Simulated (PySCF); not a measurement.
**Frontier orbitals and the lowest excitations**

1-heptanol, C7H16O.
Structure used (PBE0-D3(BJ)/def2-SVP), in Å, numbered top down from 1:
```
atom  x, y, z in Å
C1    -3.826    0.068   -0.276
C2    -2.388   -0.232   -0.668
C3    -1.400    0.815   -0.166
C4     0.044    0.604   -0.610
C5     0.694   -0.664   -0.064
C6     2.145   -0.862   -0.488
C7     3.125    0.136    0.109
O8     4.446   -0.080   -0.309
H9    -4.518   -0.706   -0.641
H10   -4.160    1.035   -0.687
H11   -3.938    0.123    0.819
H12   -2.108   -1.228   -0.285
H13   -2.309   -0.301   -1.768
H14   -1.736    1.809   -0.508
H15   -1.441    0.852    0.939
H16    0.088    0.584   -1.714
H17    0.635    1.483   -0.304
H18    0.631   -0.656    1.040
H19    0.112   -1.541   -0.388
H20    2.469   -1.878   -0.194
H21    2.232   -0.820   -1.587
H22    3.035    0.120    1.216
H23    2.871    1.160   -0.206
H24    4.686   -0.982   -0.070
```

Theory: TDDFT CAM-B3LYP/def2-SVPD, vertical, gas phase, core orbitals frozen in the response in PySCF.

Kohn–Sham orbitals with the atoms that hold most of them (Löwdin shares over 4%, at most four atoms; ? is withheld):

```
orbital  ε (eV)                             atoms
 HOMO-3  -10.55     C3 18%, C4 17%, C5 10%, C6 9%
 HOMO-2  -10.41     C3 19%, C4 14%, C2 12%, C5 9%
 HOMO-1  -10.04                                 ?
   HOMO       ?                                 ?
   LUMO    1.32  O8 24%, H24 17%, C7 12%, H20 12%
 LUMO+1    1.48      C1 19%, C2 11%, C3 9%, H9 6%
 LUMO+2    1.75    H17 13%, H19 8%, C7 8%, H23 8%
```

Problem. Which atoms hold the HOMO-1, and with what shares?

Solution. C4 (bonded to 2 C and 2 H) 11%; C5 (bonded to 2 C and 2 H) 10%; C2 (bonded to 2 C and 2 H) 9%; C7 (bonded to C, O and 2 H) 9%.

Problem. Give the leading atoms of the HOMO.

Solution. O8 (bonded to C and H) 56%; C7 (bonded to C, O and 2 H) 15%; C6 (bonded to 2 C and 2 H) 10%; H22 (bonded to C) 7%. By element: oxygen 56%, carbon 25% or more, hydrogen 7% or more.

Problem. What is the HOMO energy, and the HOMO–LUMO gap?

Solution. ε(HOMO) = -9.32 eV; the gap is 10.64 eV (0.3911 hartree).

Problem. The HOMO–LUMO gap is 10.64 eV. Where does the response calculation put the lowest singlet, and from which orbitals?

Solution. S1 is at 7.01 eV (f = 0.0063), 3.63 eV below the gap, made of HOMO→LUMO (82%). Without the coupling terms of the response equations the lowest excitation would equal the gap.

Next come S2 at 8.27 eV (f 0.022), HOMO→LUMO+2 (31%), HOMO→LUMO+3 (16%), HOMO→LUMO+1 (16%); S3 at 8.39 eV (f 0.0057), HOMO-1→LUMO (30%), HOMO→LUMO+2 (18%); S4 at 8.46 eV (f 0.011), HOMO-1→LUMO (25%), HOMO→LUMO+2 (14%), HOMO-4→LUMO (14%); S5 at 8.63 eV (f 0.037), HOMO→LUMO+4 (51%), HOMO→LUMO+7 (13%), HOMO→LUMO+3 (11%).

The run took 5.1 min wall (grids of density and orbitals included) on an x86-64 server with one thread (shared host).

One conformer stands for the species.
